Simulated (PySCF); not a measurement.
Several structures and their simulated spectra, in scrambled order.

A. SMILES C=C(C)[C@@H]1[SiH2]/C(=C\C)[C@H]1F
B. `C=N/C([SiH2]F)=C(\[SiH3])C#N`
C. SMILES C=C(C)[C@@H](C)[Si@H](F)C#CC

Spectrum 1. 13C{1H} NMR (computed): δ 156.0 (C), 115.5 (CH2), 113.7 (C), 84.4 (C), 40.7 (CH), 23.4 (CH3), 13.8 (CH3), 5.7 (CH3).

Spectrum 2. 13C{1H} NMR (computed): δ 152.7 (CH), 152.5 (C), 144.1 (C), 114.8 (CH2), 95.1 (CH), 47.6 (CH), 24.4 (CH3), 22.9 (CH3).

Spectrum 3. 13C{1H} NMR (computed): δ 179.4 (C), 151.6 (CH2), 123.6 (C), 82.7 (C).

- GIAO PBE0/pcSseg-1 shieldings
- geometry: GFN2-xTB
- run in PySCF 2.14
- averaged over atoms made equivalent by symmetry, fast rotation or ring inversion, one computed conformer, isolated molecule, relativity neglected

Chemical shifts δ = σref − σ; 13C (186.93 ppm) against TMS, all at this level. Splittings of carbon signals by F and P are missing where no couplings were computed. Shifts are as computed. Against solution values, carbons near 30 ppm lie about +3 ppm off and those near 130 ppm about +5 ppm. Of 1309 compounds with measured shifts, 239 miss one by over three times the rms of a fit or turn the order of signals round; such compounds aren't used in these exercises.

Question: Which spectrum belongs to which compound?

Answer: 1–C, 2–A, 3–B.

- Spectrum 1 (C): 8 13C signals; δC 156.0 is a fully substituted alkene carbon; δC 115.5 is a terminal =CH2 carbon.
- Spectrum 2 (A): 8 13C signals; δC 152.7 is an alkene CH; δC 152.5 is a fully substituted alkene carbon.
- Spectrum 3 (B): 4 13C signals; δC 123.6 is a nitrile carbon; δC 179.4 is a fully substituted alkene carbon.
